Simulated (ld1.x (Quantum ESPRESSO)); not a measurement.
Configuration tests for Sn (ultrasoft)

tin (Sn), ultrasoft, made with ld1.x (Quantum ESPRESSO) 7.5 (PBE, scalar-relativistic). Core [Kr], reference 4d10 5s2 5p2. Waves: 5s (bound): rcut 1.65, rcutus 2.25 bohr; 5s channel at 1.35 Ry: rcut 1.65, rcutus 2.25 bohr; 5p (bound): rcut 2.20, rcutus 2.35 bohr; 5p channel at 1.6 Ry: rcut 2.20, rcutus 2.35 bohr; 4d (bound): rcut 1.40, rcutus 1.80 bohr; 4d channel at 2.85 Ry: rcut 1.40, rcutus 1.80 bohr. Local part: all-electron potential smoothed inside 1.80 bohr (lloc = -2). Core correction: none. Augmentation charge: built from norm-conserving waves at rcut, not smoothed further.

Energies are relative to the spin-unpolarised reference configuration 4d10 5s2 5p2; without spin polarisation the order of configurations can differ from experiment.

Task: Give the all-electron excitation energy and the error of the potential for: 4d10 5s2 5p1; 4d10 5s2 5p0; 4d10 5s1 5p0; 4d10 5s2 5p2.3; 4d10 5s0 5p0; 4d10 5s2 5p1.5; 4d9 5s2 5p2.

Result:

```json
{"valence configuration": "4d10 5s2 5p1", "charge": "+1", "ΔE all-electron (eV)": "6.875", "error AE − PS (meV)": "-1.3"}
{"valence configuration": "4d10 5s2 5p0", "charge": "+2", "ΔE all-electron (eV)": "20.827", "error AE − PS (meV)": "-1.4"}
{"valence configuration": "4d10 5s1 5p0", "charge": "+3", "ΔE all-electron (eV)": "51.798", "error AE − PS (meV)": "+17"}
{"valence configuration": "4d10 5s2 5p2.3", "charge": "-0.3", "ΔE all-electron (eV)": "-0.849", "error AE − PS (meV)": "+0.2"}
{"valence configuration": "4d10 5s0 5p0", "charge": "+4", "ΔE all-electron (eV)": "92.924", "error AE − PS (meV)": "+72"}
{"valence configuration": "4d10 5s2 5p1.5", "charge": "+0.5", "ΔE all-electron (eV)": "2.616", "error AE − PS (meV)": "-0.6"}
{"valence configuration": "4d9 5s2 5p2", "charge": "+1", "ΔE all-electron (eV)": "32.691", "error AE − PS (meV)": "-649"}
```

Levels in the configuration 4d10 5s0 5p0:

```tsv
level	all-electron (eV)	pseudo (eV)
4d	-67.686	-67.816
```

A Bessel basis up to 400 Ry misses an occupied level by 0.44 Ry, so cutoffs and ghosts were not judged.
